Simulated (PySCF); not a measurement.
Correlation energy of Ru+ (ruthenium, charge +1)

[Kr] 4d6 5p1, one real determinant (an excited configuration). Calculation: PySCF 2.14, in aug-cc-pVDZ-PP with ECP28MDF (5s5p4d2f, 54 functions); scalar relativity through the core potential. Frozen: 4s2 4p6; 7 electrons correlated.

```tsv
level	correlation energy (mhartree)
CCSD	-102.28
(T)	-2.38
CCSD(T)	-104.66
```

Diagnostics: T1 = 0.010, D1 = 0.0325, largest double amplitude 0.087.

Q: Is a single reference adequate?

A: Mostly. T1 lies below 0.03, but a double amplitude of this size points to a near-degeneracy that CCSD handles and MP2 describes poorly.

The reference is one real determinant that mixes LS terms of this configuration.
